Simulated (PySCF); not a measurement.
BF3H3N, SMILES [NH3+][B-](F)(F)F. Atoms are numbered in the order given.

```xyz
8

B      0.0000     0.0000    -0.2227
F      1.1595     0.6694    -0.5466
F     -1.1595     0.6694    -0.5466
F      0.0000    -1.3388    -0.5466
N      0.0000     0.0000     1.4791
H      0.0000     0.9644     1.8395
H     -0.8352    -0.4822     1.8395
H      0.8352    -0.4822     1.8395
```
Charge 0, spin multiplicity 1.

Geometry: PBE-D3(BJ)/def2-SVP.

Level of theory: PBE/def2-TZVP (PySCF).

Symmetry labels are those of the subgroup Cs that the program uses (full group C3v).

Computed valence orbital energies around the gap with their symmetry:
```csv
orbital,symmetry,energy (eV)
HOMO−7,A",-11.60
HOMO−6,A',-11.60
HOMO−5,A",-9.26
HOMO−4,A',-9.26
HOMO−3,A',-8.72
HOMO−2,A",-8.72
HOMO−1,A',-8.53
HOMO,A",-8.11
LUMO,A',-1.08
LUMO+1,A",0.81
LUMO+2,A',0.81
LUMO+3,A',2.07
```
